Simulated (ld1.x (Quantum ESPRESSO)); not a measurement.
## Configuration tests for cerium (TM)

Ce, norm-conserving Troullier–Martins (Kleinman–Bylander form), made with ld1.x (Quantum ESPRESSO) 7.5 (PBE, non-relativistic). Core [Xe] 4f1, reference 5d1.5 6s1.5 6p0. Waves: 6s (bound): rc 3.20 bohr; 6p (bound, empty): rc 3.40 bohr; 5d (bound): rc 3.00 bohr. Local part: the d channel. Core correction: Bessel-smoothed model core inside 2.30 bohr.

Energies are relative to the spin-unpolarised reference configuration 5d1.5 6s1.5 6p0; without spin polarisation the order of configurations can differ from experiment.

```tsv
valence configuration	charge	ΔE all-electron (eV)	error AE − PS (meV)
5d1 6s2 6p0	0	0.011	-23
5d1 6s1 6p0	+1	5.764	-28
5d1 6s0 6p0	+2	16.319	-80
5d1 6s0 6p2	0	4.311	-122
5d0 6s2 6p1	0	2.953	-396
```

Q: What are ΔE and the potential's error for 5d1 6s1 6p1?

A: ΔE = 2.127 eV all-electron; the error (AE − PS) is -52 meV.

Q: What are ΔE and the potential's error for 5d2 6s1 6p0?

A: ΔE = 0.141 eV all-electron; the error (AE − PS) is -16 meV.

Levels in the configuration 5d1 6s2 6p0:

```csv
level,all-electron (eV),pseudo (eV)
5d,-3.706,-3.800
6s,-3.521,-3.518
```

Note: ghost states, extra bound levels that the all-electron valence spectrum of the same l lacks: s at -21.9 eV, p at -3.0 eV. A true bound ghost makes a file unfit for plane-wave use.
